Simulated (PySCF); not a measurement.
# LaF3(H2O) at several levels of theory

Computed with PySCF 2.14.0 (density fitting, no spin-orbit coupling) at the geometry relaxed with PBE0:

```xyz
7
LaF3(H2O) (singlet)
La    0.0921   -0.1020    0.1020
F     1.1850    1.3882    1.2165
F    -1.3418   -1.2392    1.2392
F     1.1850   -1.2165   -1.3882
O    -1.4035    1.4115   -1.4115
H    -1.7308    2.2961   -1.2065
H    -1.7308    1.2065   -2.2961
```

```csv
level,basis,state,HOMO (eV),gap (eV),charge on La1 (e),population of f-type functions on La1 (core shells left out),dipole about the centre of mass (D),largest force component (eV/Å)
PBE0,"La def2-SVP with ECP46, F def2-SVP, O def2-SVP, H def2-SVP",singlet,-8.98,7.69,1.22,0.22,7.22,0.01
TPSSh,the same,singlet,-7.92,6.37,1.17,0.21,7.14,0.26
PBE0,"La def2-TZVP with ECP46, F def2-TZVP, O def2-TZVP, H def2-TZVP",singlet,-9.28,7.83,1.55,0.20,7.20,0.23
```

Charges are Mulliken's, which hang on the basis. The relaxation used the grid (50, 194), these runs (75, 302) or, all-electron (x2c bases, spin-free X2C Hamiltonian), (99, 590).

Q: What does wB97X with La def2-SVP with ECP46, F def2-SVP, O def2-SVP, H def2-SVP give here?

A: state singlet, HOMO (eV) -11.38, gap (eV) 11.97, charge on La1 (e) 1.24, population of f-type functions on La1 (core shells left out) 0.23, dipole about the centre of mass (D) 7.30, largest force component (eV/Å) 0.08. Time: 5.3 s on 2 threads of Intel(R) Xeon(R) Platinum 8488C (Sapphire Rapids), with other jobs on the host, from an already converged density.

In the first row's basis the gap widens with exact exchange: 6.4 to 7.7 eV for TPSSh, PBE0 (a fixed share); 12.0 eV for wB97X (rising or full at long range).
